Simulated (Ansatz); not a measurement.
Energy profile

The step: CH₇GaSi ([CH3][GaH][SiH3]) → CH₃Ga ([CH3][Ga]) + SiH₄; bonds formed: Si2–H3; bonds broken: Ga1–Si2, Ga1–H3 (atoms numbered as in the saddle structure below).

```
10
angstrom
Ga -0.8381 -0.2881 -0.0527
Si 0.2342 1.5139 -1.2377
H 0.8588 0.4690 0.0209
C -0.4246 -1.6612 1.3115
H -0.8022 2.1707 -2.1064
H 0.7940 2.6505 -0.4512
H 1.1960 0.8949 -2.1925
H -1.2929 -2.2970 1.4814
H 0.4150 -2.2747 0.9777
H -0.1398 -1.1779 2.2487
```

Electronic energies by CCSD(T) at an estimated basis limit (MP2 extrapolated from triple and quadruple zeta, plus CCSD(T) − MP2 in triple zeta), on PBE0-D4/def2-TZVP structures; CH7GaSi, closed shell; no counterpoise correction. Program: Ansatz 0.2.0. Basis: def2-TZVPP and def2-QZVPP. Cores are frozen in the correlated methods. Filled d shells of the heavier atoms are correlated. The def2 sets are not built for correlating such inner shells, so the correlated values are less sure here. Extrapolation: Hartree–Fock as exp(−7.88 √X), correlation as X^−2.97.

(1) Give the profile in kcal/mol, counted from the start structure. (An estimate is asked for; the value comes from the calculation.)

No T1 diagnostic of these runs exceeds 0.015.

## Answers

(1) By the calculation:
| point | kcal/mol |
| --- | --- |
| start structure | 0.00 |
| saddle | 38.12 |
| end structure | 16.09 |
| separated: CH3Ga (linked as [CH3][Ga]; Ga1, C4, H8, H9, H10; singlet) + SiH4 (Si2, H3, H5, H6, H7; singlet) | 17.75 |

Losses and insertions of silylenes and their heavier kin drive the gas-phase chemistry of silicon and germanium vapour deposition.

For scale, one of the runs: CCSD(T)/def2-TZVPP, 219 basis functions (an equivalent command: `ansatz run in.yaml --threads 4`). Time: 64 s of wall clock on 4 CPU threads; the host was shared. Peak host memory: 3.1 GiB.
